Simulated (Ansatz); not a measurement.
Ideal-gas functions of CH5AlBF (`FC[BH][AlH2]`) at 600 K and 1 bar, from an Ansatz frequency run at PBE0-D4/def2-TZVP.

Molar mass 73.84 g/mol, point group Cs (symmetry number 1), electronic degeneracy 1, moments of inertia 53.077, 96.94, 139.163 u Å². Harmonic wavenumbers (cm⁻¹, unscaled): 156, 171, 332, 391, 428, 532, 580, 633, 752, 769, 798, 894, 996, 1187, 1275, 1400, 1896, 1899, 2662, 3065, 3126.

Use S(trans) = R[1.5 ln M + 2.5 ln T − 1.1517]; rotational temperatures θ = 24.2544 K / I; S(rot) = R[ln(√π/σ · √(T³/θAθBθC)) + 1.5]; for each mode x = 1.438777 ν̃/T, S = R[x/(eˣ − 1) − ln(1 − e⁻ˣ)] and H = RT x/(eˣ − 1); 1 cm⁻¹ = 0.0119627 kJ/mol; R = 8.31446 J/(mol·K).

Question: By hand: the entropy, in J/(mol·K).

Answer: Translation 177.0. Rotation: θ = 0.457, 0.2502, 0.1743 K, giving 113.3. Vibration, mode by mode: 16.54, 15.78, 10.43, 9.15, 8.45, 6.83, 6.21, 5.60, 4.45, 4.31, 4.08, 3.40, 2.81, 1.96, 1.65, 1.30, 0.49, 0.49, 0.10, 0.04, 0.04, in all 104.1. Electronic 0.0. Sum 394.4 J/(mol·K).

Question: By hand: H − E and G − E in kJ/mol, counted from the electronic energy.

Answer: Zero-point energy ½ × 23942 × 0.0119627 = 143.2; thermal vibration 34.8; translation, rotation and pV give 4 RT = 20.0. H − E = 198.0 kJ/mol, and G − E = 198.0 − 600 × 394.4/1000 = -38.6 kJ/mol.

Vibration gives 26 % of the entropy. The sum counts one conformer and one mirror image; others add a mixing term.
